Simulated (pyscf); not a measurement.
`[SiH3][SiH]([SiH3])[SiH2][Cl]` → `[SiH3][Si]([SiH3])([SiH3])[Cl]`, a concerted two-bond exchange (singlet surface; Cl–Si, H–Si broken, Cl–Si, H–Si formed). PySCF, gas phase, ωB97X-D3(BJ)/def2-SVP geometries. Energies in kcal/mol from the reactant's lowest minimum found.

Small-basis levels: PySCF, no dispersion term, spherical d functions. AM1 to PM7: differences of heats of formation from MOPAC, which are fitted to 298 K values and so differ in kind from electronic energies by zero-point and thermal terms. GFN2-xTB: tblite. Cost: rough CPU time at the saddle relative to B3LYP/6-31G*, from one job on a shared machine.

```csv
level,barrier,reaction energy,cost
MP2/6-31G*,76.0,+0.4,0.1
SVWN5/6-31G*,61.9,+1.0,0.9
B3LYP/STO-3G,98.6,-3.0,0.6
B3LYP/3-21G,61.2,-0.7,0.7
GFN2-xTB,(withheld),-1.0,under 0.02
AM1,86.9,+0.7,under 0.02
PM3,(withheld),-1.2,under 0.02
ωB97M-D3(BJ)/def2-TZVP,(withheld),+1.4,–
```

Question: Some entries are withheld; supply them.

Answer: 
- GFN2-xTB, barrier: 47.1
- PM3, barrier: 65.9
- ωB97M-D3(BJ)/def2-TZVP, barrier: 66.1

Against the last row the barrier runs from -19.0 (GFN2-xTB) to +32.5 kcal/mol (B3LYP/STO-3G). ωB97M-D3(BJ)/def2-TZVP has limits of its own. This is the saddle that the search found; another between the same sides may lie lower.
